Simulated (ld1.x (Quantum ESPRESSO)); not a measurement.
Before and after: ultrasoft potential for silicon

* Element: Si
* Generator: ld1.x (Quantum ESPRESSO) 7.5
* Type: ultrasoft
* Functional: PBE
* Relativity: non-relativistic
* Frozen core: [Ne]
* Valence charge: 4
* Reference configuration: 3s2 3p1 (charge +1)
* Partial waves: 3s (bound): rcut 1.40, rcutus 1.70 bohr; 3s channel at 1.25 Ry: rcut 1.40, rcutus 1.70 bohr; 3p (bound): rcut 2.10, rcutus 2.50 bohr; 3p channel at -0.25 Ry: rcut 2.10, rcutus 2.50 bohr
* Local potential: all-electron potential smoothed inside 2.10 bohr (lloc = -1)
* Core correction: none
* Augmentation charge: built from norm-conserving waves at rcut, not smoothed further

Change: scalar-relativistic.

Cutoffs: the cutoffs (Ry, on a coarse ladder) from which the occupation-weighted sum of valence levels, in a spherical-Bessel basis at the reference potential, stays within 10 and 1 mRy of its value at 400 Ry; they do not see the model core or the augmentation charge, which bear on the density cutoff. Errors are all-electron minus pseudo energies relative to the spin-unpolarised reference configuration.

Question: Predict the effect on cutoff, ghosts and configuration errors.

Answer: The potential gets neither clearly harder nor softer (10 Ry and 15 Ry → 10 Ry and 15 Ry); of the 7 tests that both files solve, the error grows in 0 and shrinks in 3 by more than 15 % and 0.3 meV (median size 6.1 → 6.2 meV); neither file shows a bound ghost.

| quantity | base | changed |
| --- | --- | --- |
| cutoff, loose | 10 Ry | 10 Ry |
| cutoff, tight | 15 Ry | 15 Ry |
| bound ghosts | none | none |
| error for 3s2 3p2, meV [ΔE -7.75 → -7.74 eV] | -1.0 | -0.6 |
| error for 3s2 3p0, meV [ΔE 16.01 → 15.99 eV] | +1.1 | +0.2 |
| error for 3s1 3p0, meV [ΔE 49.91 → 49.96 eV] | +63 | +61 |
| error for 3s2 3p2.3, meV [ΔE -8.68 → -8.67 eV] | -1.6 | -1.1 |
| error for 3s1 3p2, meV [ΔE 7.37 → 7.43 eV] | +7.5 | +7.4 |
| error for 3s0 3p4, meV [ΔE 5.91 → 6.04 eV] | +26 | +25 |
| error for 3s1 3p3, meV [ΔE -0.99 → -0.93 eV] | +6.1 | +6.2 |
| s: phases at 2.70 bohr within 0.05 rad from the reference energy up to (Ry; the scan ends near 5) | to the end of the scan | to the end of the scan |
| p: phases at 2.70 bohr within 0.05 rad from the reference energy up to (Ry; the scan ends near 5) | 2.5 | 2.5 |
| lowest overlap eigenvalue by channel | s 0.35, p 0.85 | s 0.35, p 0.85 |
